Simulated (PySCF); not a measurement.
**Correlation energy of N²⁺ (nitrogen, charge +2)**

[He] 2s2 2p1, 2P determinant. All numbers are calculated (PySCF 2.14, no relativity, point nucleus, in aug-cc-pwCVDZ (5s4p2d, 27 functions)). Frozen: 1s2; 3 electrons correlated.

```csv
level,correlation energy (mhartree)
CCSD,-77.23
(T),-0.60
CCSD(T),-77.83
CCSDT,-78.00
FCI,-78.00
```

Diagnostics: T1 = 0.0069, D1 = 0.0132, largest double amplitude 0.138, weight of the Hartree-Fock determinant in FCI 0.9500 (8450 determinants).

Cost of the coupled-cluster step: roughly 0.4 core-seconds, for 3 correlated electrons.

Iterations:

```
CC2 = 0
CCSD nocc = (np.int64(2), np.int64(1)), nmo = (26, 26)
frozen orbitals [[0], [0]]
max_cycle = 100
direct = 0
conv_tol = 1e-08
conv_tol_normt = 1e-06
diis_space = 8
diis_start_cycle = 0
Init t2, MP2 energy = -0.0490029839451036
Init E_corr(UCCSD) = -0.0490029839453375
cycle = 1  E_corr(UCCSD) = -0.0649883456863327  dE = -0.0159853617  norm(t1,t2) = 0.0532851
cycle = 2  E_corr(UCCSD) = -0.071483804142614  dE = -0.00649545846  norm(t1,t2) = 0.0257228
cycle = 3  E_corr(UCCSD) = -0.077305670020953  dE = -0.00582186588  norm(t1,t2) = 0.0129132
cycle = 4  E_corr(UCCSD) = -0.0771994081179974  dE = 0.000106261903  norm(t1,t2) = 0.000859394
cycle = 5  E_corr(UCCSD) = -0.0772365154468374  dE = -3.71073288e-05  norm(t1,t2) = 0.000121577
cycle = 6  E_corr(UCCSD) = -0.0772212504883746  dE = 1.52649585e-05  norm(t1,t2) = 2.7015e-05
cycle = 7  E_corr(UCCSD) = -0.0772261202955669  dE = -4.86980719e-06  norm(t1,t2) = 1.05401e-05
cycle = 8  E_corr(UCCSD) = -0.0772261011678796  dE = 1.91276873e-08  norm(t1,t2) = 5.56606e-07
cycle = 9  E_corr(UCCSD) = -0.0772260020296484  dE = 9.91382311e-08  norm(t1,t2) = 2.06713e-07
cycle = 10  E_corr(UCCSD) = -0.0772260157724832  dE = -1.37428348e-08  norm(t1,t2) = 2.95981e-08
cycle = 11  E_corr(UCCSD) = -0.0772260142126823  dE = 1.55980089e-09  norm(t1,t2) = 6.03074e-09
UCCSD converged
E(UCCSD) = -52.88693655799354  E_corr = -0.07722601421268231
UCCSD(T) correction = -0.000602785499557816
```
